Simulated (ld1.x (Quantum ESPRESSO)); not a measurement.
**Reading a pseudo-wave (Fe (Z = 26))**

Columns: radius, all-electron u(r) and pseudo u(r) of the 3d shell (level -15.96 eV) of iron in the configuration [Ar] 3d6 4s1 4p0; PBE, scalar-relativistic, PAW scheme, ld1.x (Quantum ESPRESSO) 7.5.

```
r (bohr)  all-electron  pseudo
   0.165        0.1998  0.0040
   0.330        0.5844  0.0304
   0.495        0.8339  0.0925
   0.660        0.9251  0.1900
   0.825        0.9131  0.3080
   0.990        0.8506  0.4229
   1.155        0.7690  0.5107
   1.320        0.6840  0.5554
   1.485        0.6028  0.5541
   1.650        0.5285  0.5168
   1.815        0.4618  0.4609
   1.980        0.4027  0.4027
   2.145        0.3506  0.3506
   2.310        0.3048  0.3048
   2.475        0.2646  0.2646
   2.640        0.2295  0.2295
   2.805        0.1988  0.1988
   2.970        0.1719  0.1719
   3.135        0.1485  0.1485
   3.300        0.1282  0.1282
   3.465        0.1106  0.1106
   3.630        0.0953  0.0953
   3.795        0.0820  0.0820
   3.960        0.0706  0.0706
   4.125        0.0607  0.0607
   4.290        0.0521  0.0521
```

Q: How many radial nodes do the two functions have?

A: The all-electron 3d function has n − l − 1 = 0; the pseudo-wave has 0.

Q: At about which radius was the pseudo-wave matched?

A: 2.05 bohr, where the columns begin to agree (steps of 0.17 bohr).

Q: Is the pseudo-wave norm-conserving?

A: No, it belongs to a PAW set: the norm inside the radius is not constrained, and the difference is carried by the augmentation charge.
